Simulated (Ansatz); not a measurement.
Harmonic frequencies (cm⁻¹) at PBE0-D4/def2-TZVP from Ansatz: 9, 51, 58, 104, 109, 121, 180, 218, 254, 372, 384, 387, 398, 453, 625, 677, 711, 750, 868, 941, 980, 1003, 1017, 1053, 1105, 1109, 1186, 1215, 1340, 1367, 1475, 1521, 1642, 1646, 3187, 3190, 3199, 3209, 3218.

Each molecule was computed in one conformer, which needn't be the lowest.

**Question.** Which molecule is it?
A. `C[Se][SnH2][Cl]`
B. `[CH3][Sn]([CH3])([CH3])[I]`
C. `[Cl][Sn]([Cl])([Cl])[c]1ccccc1`
D. `[F][Sn]([F])([SiH3])[Cl]`

**Answer.** C.
